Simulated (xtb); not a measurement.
C₂H₈N (SMILES C[NH2+]C), charge +1, singlet, at a GFN2-xTB geometry, atoms displaced at random by about 0.02 Å a coordinate; xtb 6.7.1 with GFN1-xTB.

Input for xtb:
```
$ xtb mol.xyz --gfn 1 --chrg 1 --opt tight --json

# file mol.xyz
11

C      1.14143119     0.53154987    -0.20691567
N      0.12341003    -0.53738562    -0.03493213
C     -1.24076373    -0.01886589     0.17206590
H      2.07744807     0.04266176    -0.28072724
H      0.89576587     1.12863962    -1.03527264
H      1.11033843     1.17366931     0.71995979
H      0.35588361    -1.10859534     0.80114061
H      0.16631465    -1.15964661    -0.84489651
H     -1.99856716    -0.83145110     0.28926360
H     -1.30659198     0.63416115     1.05456489
H     -1.50423269     0.62999379    -0.70572317
```

The log (banner, timings and long lists left out):

```
   ID    Z sym.   atoms
    1    6 C      1, 3
    2    7 N      2
    3    1 H      4-11

           -------------------------------------------------
          |                Calculation Setup                |
           -------------------------------------------------

           -------------------------------------------------
          |                 G F N 1 - x T B                 |
           -------------------------------------------------

          ...................................................
          :                      SETUP                      :
          :.................................................:
          :  # basis functions                  28          :
          :  # atomic orbitals                  28          :
          :  # shells                           22          :
          :  # electrons                        20          :
          :  # halogen bonds                     0          :
          :  max. iterations                   250          :
          :  Hamiltonian                  GFN1-xTB          :
          :  restarted?                      false          :
          :  GBSA solvation                  false          :
          :  PC potential                    false          :
          :  electronic temp.          300.0000000     K    :
          :  accuracy                    1.0000000          :
          :  -> integral cutoff          0.2500000E+02      :
          :  -> integral neglect         0.1000000E-07      :
          :  -> SCF convergence          0.1000000E-05 Eh   :
          :  -> wf. convergence          0.2000000E-04 e    :
          :  Broyden damping             0.4000000          :
          :  net charge                          1          :
          :  unpaired electrons                  0          :
          ...................................................

 iter      E             dE          RMSdq      gap      omega  full diag
   1    -11.3829823 -0.113830E+02  0.654E+00    9.55       0.0  T
   2    -11.4274495 -0.444672E-01  0.387E+00    9.84       1.0  T
   3    -11.4285948 -0.114536E-02  0.870E-01    9.53       1.0  T
   4    -11.4291644 -0.569513E-03  0.555E-02    9.56       1.0  T
   5    -11.4291755 -0.111794E-04  0.113E-02    9.58       2.7  T
   6    -11.4291758 -0.271925E-06  0.122E-03    9.59      24.7  T
   7    -11.4291758 -0.103463E-07  0.160E-04    9.59     188.9  T
   8    -11.4291758 -0.134815E-09  0.141E-05    9.59    2140.3  T

[...]
         :: total energy             -11.286472857641 Eh    ::
 * total energy  :   -11.2864729 Eh     change       -0.1087130E-11 Eh
 * total energy  :   -11.2914770 Eh     change       -0.5004105E-02 Eh
 * total energy  :   -11.2919348 Eh     change       -0.4577891E-03 Eh
 * total energy  :   -11.2919603 Eh     change       -0.2557975E-04 Eh
 * total energy  :   -11.2919647 Eh     change       -0.4399965E-05 Eh
 * total energy  :   -11.2919659 Eh     change       -0.1119050E-05 Eh
 * total energy  :   -11.2919661 Eh     change       -0.2283025E-06 Eh
   *** GEOMETRY OPTIMIZATION CONVERGED AFTER 7 ITERATIONS ***
         :: total energy             -11.291966078984 Eh    ::
[...]
      -------------------------------------------------------------
                  HL-Gap            0.3573070 Eh            9.7228 eV
             Fermi-level           -0.5508554 Eh          -14.9895 eV

  Mulliken/CM5 charges         n(s)   n(p)   n(d)
     1C     0.02925 -0.07280   1.010  2.961  0.000
     2N    -0.16724 -0.70273   1.460  3.707  0.000
     3C     0.02924 -0.07281   1.010  2.961  0.000
     4H     0.09387  0.15435   0.906  0.000  0.000
     5H     0.09140  0.15241   0.909  0.000  0.000
     6H     0.09140  0.15241   0.909  0.000  0.000
     7H     0.27770  0.46500   0.722  0.000  0.000
     8H     0.27771  0.46500   0.722  0.000  0.000
     9H     0.09387  0.15435   0.906  0.000  0.000
    10H     0.09140  0.15241   0.909  0.000  0.000
    11H     0.09140  0.15241   0.909  0.000  0.000

Wiberg/Mayer (AO) data.
largest (>0.10) Wiberg bond orders for each atom

 ---------------------------------------------------------------------------
     #   Z sym  total        # sym  WBO       # sym  WBO       # sym  WBO
 ---------------------------------------------------------------------------
     1   6 C    3.889 --     6 H    0.984     5 H    0.984     4 H    0.981
                             2 N    0.913
     2   7 N    3.620 --     3 C    0.913     1 C    0.913     7 H    0.906
                             8 H    0.906
     3   6 C    3.889 --    10 H    0.984    11 H    0.984     9 H    0.981
                             2 N    0.913
     4   1 H    0.989 --     1 C    0.981
     5   1 H    0.990 --     1 C    0.984
     6   1 H    0.990 --     1 C    0.984
     7   1 H    0.930 --     2 N    0.906
     8   1 H    0.930 --     2 N    0.906
     9   1 H    0.989 --     3 C    0.981
    10   1 H    0.990 --     3 C    0.984
    11   1 H    0.990 --     3 C    0.984
 ---------------------------------------------------------------------------

Topologies differ in total number of bonds
Writing topology from bond orders to xtbtopo.mol

 dipole moment from electron density (au)
     X       Y       Z
   0.1703  -0.8413  -0.0205  total (Debye):    2.182

optimized geometry written to: xtbopt.xyz

           -------------------------------------------------
          | TOTAL ENERGY              -11.291966078984 Eh   |
          | GRADIENT NORM               0.000053975316 Eh/α |
          | HOMO-LUMO GAP               9.722817164463 eV   |
           -------------------------------------------------
```
